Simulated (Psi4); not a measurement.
C₂H₉GaN, doublet, at a GFN2-xTB geometry (such geometries of metal compounds can be far from the true shape) (the spin is typed, not shown lowest); HF/def2-SVP (Psi4).

Here is a job for Psi4.
```
memory 2 GB

molecule {
0 2
  Ga    0.35565171    0.12567504    0.45849011
  C     1.05725161    1.02823073   -1.36726847
  H     1.88170245    0.47457811   -1.82071374
  H     1.40219734    2.04652231   -1.17838924
  H     0.23567631    1.07971697   -2.08591315
  C    -1.70779912    0.52504554    0.93187866
  H    -2.19629358   -0.32323370    1.41539074
  H    -2.24749798    0.75945946    0.01096043
  H    -1.79289149    1.38537280    1.59821234
  N    -0.39654347   -1.79393875   -0.88360141
  H    -1.12887412   -1.35294866   -1.43124050
  H    -0.80548007   -2.58436714   -0.39589015
  H     0.30534776   -2.14311248   -1.52806115
}

set basis def2-svp
set reference uhf
set damping_percentage 50

energy('scf')
print_variables()
```

The log (banner, timings and long lists left out):

```
   => Loading Basis Set <=

    Name: DEF2-SVP
    Role: ORBITAL
    Keyword: BASIS

         ---------------------------------------------------------
                                   SCF
               by Justin Turney, Rob Parrish, Andy Simmonett
                          and Daniel G. A. Smith
                              UHF Reference
         ---------------------------------------------------------

  ==> Geometry <==

    Molecular point group: c1
    Full point group: C1

    Geometry (in Angstrom), charge = 0, multiplicity = 2:

       Center              X                  Y                   Z               Mass
    ------------   -----------------  -----------------  -----------------  -----------------
         GA           0.297254876464     0.112591133062     0.384818330535    68.925573500000
         C            0.998854776464     1.015146823062    -1.440940249465    12.000000000000
         H            1.823305616464     0.461494203062    -1.894385519465     1.007825032230
         H            1.343800506464     2.033438403062    -1.252061019465     1.007825032230
         H            0.177279476464     1.066633063062    -2.159584929465     1.007825032230
         C           -1.766195953536     0.511961633062     0.858206880535    12.000000000000
         H           -2.254690413536    -0.336317606938     1.341718960535     1.007825032230
         H           -2.305894813536     0.746375553062    -0.062711349465     1.007825032230
         H           -1.851288323536     1.372288893062     1.524540560535     1.007825032230
         N           -0.454940303536    -1.807022656938    -0.957273189465    14.003074004430
         H           -1.187270953536    -1.366032566938    -1.504912279465     1.007825032230
         H           -0.863876903536    -2.597451046938    -0.469561929465     1.007825032230
         H            0.246950926464    -2.156196386938    -1.601732929465     1.007825032230

  Running in c1 symmetry.

  Rotational constants: A =      0.12946  B =      0.11812  C =      0.08198 [cm^-1]
  Rotational constants: A =   3881.14478  B =   3541.05212  C =   2457.63032 [MHz]
  Nuclear repulsion =  260.835045300687000

  Charge       = 0
  Multiplicity = 2
  Electrons    = 59
  Nalpha       = 30
  Nbeta        = 29

  ==> Algorithm <==

  SCF Algorithm Type is DF.
  DIIS enabled.
  MOM disabled.
  Fractional occupation disabled.
  Guess Type is SAD.
  Energy threshold   = 1.00e-06
  Density threshold  = 1.00e-06
  Integral threshold = 1.00e-12

  ==> Primary Basis <==

  Basis Set: DEF2-SVP
    Blend: DEF2-SVP
    Number of shells: 57
    Number of basis functions: 119
    Number of Cartesian functions: 125
    Spherical Harmonics?: true
    Max angular momentum: 2

   => Loading Basis Set <=

    Name: (DEF2-SVP AUX)
    Role: JKFIT
    Keyword: DF_BASIS_SCF

  ==> Integral Setup <==

  SCF_SUBTYPE=INCORE selected. In-core MEM_DF algorithm will be used.
  Using in-core AOs.

  ==> MemDFJK: Density-Fitted J/K Matrices <==

    J tasked:                   Yes
    K tasked:                   Yes
    wK tasked:                   No
    Algorithm:                 Core
    Schwarz Cutoff:           1E-12
    Mask sparsity (%):       1.5112
    Fitting Condition:        1E-10

   => Auxiliary Basis Set <=

  Basis Set: (DEF2-SVP AUX)
    Blend: DEF2-UNIVERSAL-JKFIT
    Number of shells: 189
    Number of basis functions: 655
    Number of Cartesian functions: 822
    Spherical Harmonics?: true
    Max angular momentum: 5

  Minimum eigenvalue in the overlap matrix is 1.2106217601E-02.
  Reciprocal condition number of the overlap matrix is 2.1832274824E-03.
    Using symmetric orthogonalization.

  ==> Pre-Iterations <==

  SCF Guess: Superposition of Atomic Densities via on-the-fly atomic UHF (no occupation information).

   -------------------------
    Irrep   Nso     Nmo
   -------------------------
     A        119     119
   -------------------------
    Total     119     119
   -------------------------

  ==> Iterations <==

                           Total Energy        Delta E     RMS |[F,P]|

   @DF-UHF iter SAD: -2052.74409081070917   -2.05274e+03   0.00000e+00
   @DF-UHF iter   1: -2056.78467026015051   -4.04058e+00   1.89745e-02 DIIS/ADIIS
   @DF-UHF iter   2: -2057.20900252058391   -4.24332e-01   2.03577e-02 DIIS/ADIIS/DAMP=50%
   @DF-UHF iter   3: -2048.24229435398183    8.96671e+00   4.69878e-03 DIIS/ADIIS/DAMP=50%
   @DF-UHF iter   4: -2055.97100892299568   -7.72871e+00   6.46964e-03 DIIS/ADIIS/DAMP=50%
   @DF-UHF iter   5: -2055.92082554755689    5.01834e-02   3.93453e-03 DIIS/ADIIS/DAMP=50%
   @DF-UHF iter   6: -2056.47316462185017   -5.52339e-01   2.44758e-03 DIIS/ADIIS/DAMP=50%
   @DF-UHF iter   7: -2057.43833060954830   -9.65166e-01   1.98497e-03 DIIS/ADIIS/DAMP=50%
   @DF-UHF iter   8: -2057.63957660309234   -2.01246e-01   1.38862e-03 DIIS/ADIIS/DAMP=50%
   @DF-UHF iter   9: -2057.75820543578629   -1.18629e-01   8.44230e-04 DIIS/ADIIS/DAMP=50%
   @DF-UHF iter  10: -2057.99098368914792   -2.32778e-01   6.05346e-04 DIIS/ADIIS/DAMP=50%
   @DF-UHF iter  11: -2058.10646646055602   -1.15483e-01   4.35462e-04 DIIS/ADIIS/DAMP=50%
   @DF-UHF iter  12: -2058.16439895073472   -5.79325e-02   3.00585e-04 DIIS/ADIIS/DAMP=50%
   @DF-UHF iter  13: -2058.17488363820303   -1.04847e-02   1.51300e-04 DIIS/ADIIS/DAMP=50%
   @DF-UHF iter  14: -2058.23384616309204   -5.89625e-02   9.70155e-05 DIIS/DAMP=50%
   @DF-UHF iter  15: -2058.25190903763087   -1.80629e-02   4.42934e-05 DIIS/DAMP=50%
   @DF-UHF iter  16: -2058.28621304655508   -3.43040e-02   3.98888e-05 DIIS/DAMP=50%
   @DF-UHF iter  17: -2058.29422540581209   -8.01236e-03   3.21955e-05 DIIS/DAMP=50%
   @DF-UHF iter  18: -2058.29859222444020   -4.36682e-03   2.73659e-05 DIIS/DAMP=50%
   @DF-UHF iter  19: -2058.29756710655647    1.02512e-03   1.92186e-05 DIIS/DAMP=50%
   @DF-UHF iter  20: -2058.30216666395927   -4.59956e-03   1.84664e-05 DIIS/DAMP=50%
[...]
   @DF-UHF iter  48: -2058.30441605337683    6.35690e-05   1.29350e-06 DIIS/DAMP=50%
   @DF-UHF iter  49: -2058.30454620849332   -1.30155e-04   6.41890e-07 DIIS/DAMP=50%
   @DF-UHF iter  50: -2058.30450787103518    3.83375e-05   1.08363e-06 DIIS/DAMP=50%
   @DF-UHF iter  51: -2058.30454294185847   -3.50708e-05   9.29246e-07 DIIS/DAMP=50%
   @DF-UHF iter  52: -2058.30455865783688   -1.57160e-05   1.90906e-06 DIIS/DAMP=50%
   @DF-UHF iter  53: -2058.30457765472011   -1.89969e-05   2.36847e-06 DIIS/DAMP=50%
   @DF-UHF iter  54: -2058.30458520307548   -7.54836e-06   2.93057e-06 DIIS/DAMP=50%
   @DF-UHF iter  55: -2058.30457602015804    9.18292e-06   3.02307e-06 DIIS/DAMP=50%
   @DF-UHF iter  56: -2058.30469819800919   -1.22178e-04   2.32173e-06 DIIS/DAMP=50%
   @DF-UHF iter  57: -2058.30428360158612    4.14596e-04   1.41604e-06 DIIS/DAMP=50%
   @DF-UHF iter  58: -2058.30439582153031   -1.12220e-04   1.46823e-06 DIIS/DAMP=50%
   @DF-UHF iter  59: -2058.30462465644723   -2.28835e-04   4.78618e-06 DIIS/DAMP=50%
   @DF-UHF iter  60: -2058.30475063999393   -1.25984e-04   5.88512e-06 DIIS/DAMP=50%
   @DF-UHF iter  61: -2058.30469003311237    6.06069e-05   3.80036e-06 DIIS/DAMP=50%
   @DF-UHF iter  62: -2058.30443769729482    2.52336e-04   1.20904e-06 DIIS/DAMP=50%
   @DF-UHF iter  63: -2058.30454600754774   -1.08310e-04   2.10627e-06 DIIS/DAMP=50%
   @DF-UHF iter  64: -2058.30471861820251   -1.72611e-04   3.33922e-06 DIIS/DAMP=50%
   @DF-UHF iter  65: -2058.30466381258248    5.48056e-05   1.30226e-06 DIIS/DAMP=50%
   @DF-UHF iter  66: -2058.30456491833183    9.88943e-05   1.30695e-06 DIIS/DAMP=50%
   @DF-UHF iter  67: -2058.30454310651066    2.18118e-05   9.22797e-07 DIIS/DAMP=50%
   @DF-UHF iter  68: -2058.30446142763958    8.16789e-05   1.20872e-06 DIIS/DAMP=50%
   @DF-UHF iter  69: -2058.30456164297630   -1.00215e-04   1.08400e-06 DIIS/DAMP=50%
   @DF-UHF iter  70: -2058.30455976843632    1.87454e-06   1.09724e-06 DIIS/DAMP=50%
   @DF-UHF iter  71: -2058.30456798885871   -8.22042e-06   1.05699e-06 DIIS/DAMP=50%
   @DF-UHF iter  72: -2058.30451005166333    5.79372e-05   1.13417e-06 DIIS/DAMP=50%
   @DF-UHF iter  73: -2058.30451429540153   -4.24374e-06   1.17234e-06 DIIS/DAMP=50%
   @DF-UHF iter  74: -2058.30447420207793    4.00933e-05   1.12861e-06 DIIS/DAMP=50%
   @DF-UHF iter  75: -2058.30455324314335   -7.90411e-05   1.44913e-06 DIIS/DAMP=50%
   @DF-UHF iter  76: -2058.30459219141903   -3.89483e-05   1.42355e-06 DIIS/DAMP=50%
   @DF-UHF iter  77: -2058.30459372156747   -1.53015e-06   1.15047e-06 DIIS/DAMP=50%
   @DF-UHF iter  78: -2058.30467512071345   -8.13991e-05   1.29353e-06 DIIS/DAMP=50%
   @DF-UHF iter  79: -2058.30436302941780    3.12091e-04   2.87210e-06 DIIS/DAMP=50%
   @DF-UHF iter  80: -2058.30444030551007   -7.72761e-05   1.31060e-06 DIIS/DAMP=50%
   @DF-UHF iter  81: -2058.30413927434938    3.01031e-04   3.29787e-06 DIIS/DAMP=50%
   @DF-UHF iter  82: -2058.30450902160601   -3.69747e-04   2.82005e-06 DIIS/DAMP=50%
   @DF-UHF iter  83: -2058.30473172694474   -2.22705e-04   4.83036e-06 DIIS/DAMP=50%
   @DF-UHF iter  84: -2058.30447449000030    2.57237e-04   2.13737e-06 DIIS/DAMP=50%
   @DF-UHF iter  85: -2058.30487037938065   -3.95889e-04   6.38028e-06 DIIS/DAMP=50%
   @DF-UHF iter  86: -2058.30456741055286    3.02969e-04   2.24715e-06 DIIS/DAMP=50%
   @DF-UHF iter  87: -2058.30451561484460    5.17957e-05   1.42393e-06 DIIS/DAMP=50%
   @DF-UHF iter  88: -2058.30453222373671   -1.66089e-05   1.48146e-06 DIIS/DAMP=50%
   @DF-UHF iter  89: -2058.30453036148310    1.86225e-06   1.36026e-06 DIIS/DAMP=50%
   @DF-UHF iter  90: -2058.30453715774775   -6.79626e-06   1.32755e-06 DIIS/DAMP=50%
   @DF-UHF iter  91: -2058.30441171949315    1.25438e-04   1.33186e-06 DIIS/DAMP=50%
   @DF-UHF iter  92: -2058.30477771068354   -3.65991e-04   3.73133e-06 DIIS/DAMP=50%
   @DF-UHF iter  93: -2058.30469776555037    7.99451e-05   2.15084e-06 DIIS/DAMP=50%
   @DF-UHF iter  94: -2058.30460592774261    9.18378e-05   1.69042e-06 DIIS/DAMP=50%
   @DF-UHF iter  95: -2058.30447988679498    1.26041e-04   2.50288e-06 DIIS/DAMP=50%
   @DF-UHF iter  96: -2058.30420415476965    2.75732e-04   3.55514e-06 DIIS/DAMP=50%
   @DF-UHF iter  97: -2058.30467751795277   -4.73363e-04   3.19522e-06 DIIS/DAMP=50%
   @DF-UHF iter  98: -2058.30440545956299    2.72058e-04   1.88792e-06 DIIS/DAMP=50%
   @DF-UHF iter  99: -2058.30449078359743   -8.53240e-05   3.16316e-06 DIIS/DAMP=50%
   @DF-UHF iter 100: -2058.30402922690973    4.61557e-04   4.45148e-06 DIIS/DAMP=50%

PsiException: Could not converge SCF iterations in 100 iterations.

  Failed to converge.

Traceback (most recent call last):
  File "psi4", line 375, in <module>
  File "<string>", line 35, in <module>
  File "site-packages/psi4/driver/driver.py", line 533, in energy
  File "site-packages/psi4/driver/procrouting/proc.py", line 2760, in run_scf
  File "site-packages/psi4/driver/procrouting/proc.py", line 2047, in scf_helper
  File "site-packages/psi4/driver/procrouting/scf_proc/scf_iterator.py", line 93, in scf_compute_energy
  File "site-packages/psi4/driver/procrouting/scf_proc/scf_iterator.py", line 86, in scf_compute_energy
  File "site-packages/psi4/driver/procrouting/scf_proc/scf_iterator.py", line 609, in scf_iterate

psi4.driver.p4util.exceptions.SCFConvergenceError: Could not converge SCF iterations in 100 iterations.

Printing out the relevant lines from the Psithon --> Python processed input file:
    """)
    core.IO.set_default_namespace("")
    core.set_global_option("BASIS", "def2-svp")
    core.set_global_option("REFERENCE", "uhf")
    core.set_global_option("DAMPING_PERCENTAGE", 50)
--> energy('scf')
    print_variables()

!-------------------------------------------------------!
!                                                       !
!  Could not converge SCF iterations in 100 iterations. !
!                                                       !
!-------------------------------------------------------!
```

Convergence was not reached.
